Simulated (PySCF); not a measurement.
Relaxation of doublet Cd₃Te⁺

All numbers come from UPBE0/[Te def2-SVP with ECP28, Cd def2-SVP with ECP28], scalar-relativistic core potentials, density fitting, no spin–orbit coupling, PySCF. A (50,194) grid was used.

A hand-made T-shaped start, of C2v symmetry, held to at least that symmetry:

```xyz
4
charge 1 multiplicity 2, angstrom
Te    0.0000    0.0000   -0.6887
Cd    0.0000    0.0000    1.9769
Cd    2.6640    0.0000   -0.5957
Cd   -2.6640    0.0000   -0.5957
```

Optimiser trace:
```csv
step,E − E(last) (kJ/mol),largest gradient (Eh/bohr)
0,31.28,0.02462
1,16.07,0.01525
2,5.54,0.00544
3,3.69,0.00216
4,2.81,0.00298
5,1.84,0.00322
6,0.90,0.00259
7,0.23,0.00175
8,0.02,0.00050
9,0.01,0.00045
10,0.00,0.00030
11,0.00,0.00007
```

It ends at C2v with Te–Cd 2.833 Å (×2), Te–Cd 2.883 Å; Cd–Te–Cd 95.2° (×2), Cd–Te–Cd 169.6°. A frequency run shows a minimum.

With an element this heavy the missing spin–orbit coupling can shift these numbers.
